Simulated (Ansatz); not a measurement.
B5N4⁺. Total charge 1; singlet. Geometry r2SCAN-D4/def2-SVP, basis def2-TZVP, Ansatz.

```
atom    x (Å)    y (Å)    z (Å)
  B1  -0.8818  -0.3199   1.5115
  B2   0.1809   1.5026   0.8086
  B3   0.2480  -1.2487  -1.4674
  B4  -0.6189  -1.8316  -0.1902
  B5   0.9533   0.9140  -1.1918
  N6  -1.0912  -1.5549   0.9683
  N7   0.8656   1.8552  -0.2840
  N8  -0.5320   0.9154   1.7749
  N9   0.8761  -0.2321  -1.9299
```

```
run  HOMO (eV)  LUMO (eV)
  A     -14.46      -7.18
  B     -15.67      -6.00
  C     -12.45      -8.89
  D     -15.57      -6.10
  E     -13.43      -8.19
  F     -12.26      -9.05
```

The structure comes from a short search, and lower isomers may exist.

Problem. The runs used BHLYP, PBE, PBE0, r2SCAN, ωB97M-V, ωB97X-V. Estimate which is which.

Solution. A BHLYP (50 % exact exchange); B ωB97X-V (range-separated); C r2SCAN (0 % exact exchange); D ωB97M-V (range-separated); E PBE0 (25 % exact exchange); F PBE (0 % exact exchange). Exact exchange lowers occupied and raises empty levels; among semilocal functionals meta-GGAs tend to open the gap a little, and such runs are hard to tell apart. The gap grows from 3.21 eV (PBE) to 9.67 eV (ωB97X-V).
